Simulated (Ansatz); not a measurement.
## Energy profile

The step: SiH₄ + H₂O + HF → SiH₄O ([OH][SiH3]) + HF + H₂; bonds formed: Si1–O7, H2–H8, H6–F9; bonds broken: Si1–H2, H6–O7, H8–F9 (atoms numbered as in the saddle structure below).

```
10
angstrom
Si -0.9223 0.2856 0.3432
H 0.0054 -1.1248 0.7111
H -1.8678 -0.6230 -0.3548
H -1.4049 1.6403 -0.1357
H -1.0945 0.4098 1.8122
H 1.3366 -0.0715 -0.6069
O 0.6738 0.7346 -0.4264
H 0.8556 -1.3753 0.1912
F 1.7692 -1.3267 -0.4662
H 0.6489 1.4512 -1.0678
```

Electronic energies by CCSD(T) at an estimated basis limit (MP2 extrapolated from triple and quadruple zeta, plus CCSD(T) − MP2 in triple zeta), on PBE0-D4/def2-TZVP structures; SiH$_{7}$OF, closed shell; no counterpoise correction. Ansatz 0.2.0; basis: def2-TZVPP and def2-QZVPP; cores frozen in the correlated methods. Extrapolation: Hartree–Fock as exp(−7.88 √X), correlation as X^−2.97.

(1) Give the profile in eV, counted from the separated reactants. (Judge from chemistry; the value comes from the calculation.)

No T1 diagnostic of these runs exceeds 0.012.

Results:

(1) The calculation gives:
| point | eV |
| --- | --- |
| separated: SiH$_{4}$ (Si1, H2, H3, H4, H5; singlet) + H$_{2}$O (H6, O7, H10; singlet) + HF (H8, F9; singlet) | 0.000 |
| start structure | -0.459 |
| saddle | 1.096 |
| end structure | -1.016 |
| separated: SiH$_{4}$O (linked as [OH][SiH3]; Si1, H3, H4, H5, O7, H10; singlet) + H$_{2}$ (H2, H8; singlet) + HF (H6, F9; singlet) | -0.636 |

For scale, one of the runs: CCSD(T)/def2-TZVPP, 202 basis functions (an equivalent command: `ansatz run in.yaml --threads 4`). The run took 44 s on 4 CPU threads (shared host), with 2.5 GiB of host memory at its peak.
